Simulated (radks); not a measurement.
Initial-state core-level shifts of neutral lanthanum when its valence configuration changes from [Xe] 5d1 6s2. Method: scalar-relativistic Kohn-Sham, BLYP, spin-polarised, spherical densities, point nucleus; open shells are filled with parallel spins first (spin-orbit coupling, left out, can overturn this in heavy ions); computed with a radial shooting solver on a logarithmic mesh with Libxc functionals. Shifts are changes of the shell-averaged eigenvalues in eV (positive: less bound).

valence                  3s      3p      4p      5s
6s2 6p1              -3.171  -3.171  -3.127  -2.952
5d3                  +3.085  +3.085  +3.061  +2.969
5d0.5 6s2 6p0.5      -1.566  -1.566  -1.547  -1.473
6p3                  -5.045  -5.044  -4.988  -4.734
4f2 5d1              +7.581  +7.556  +6.797  +2.672
5d1 6s1 6p1          -1.000  -1.000  -0.998  -0.974
4f0.5 5d1 6s1 6p0.5  +4.423  +4.411  +3.991  +1.930
4f0.5 5d1 6p1.5      +3.382  +3.370  +2.948  +0.884
4f0.5 6s1 6p1.5      +1.745  +1.732  +1.322  -0.694
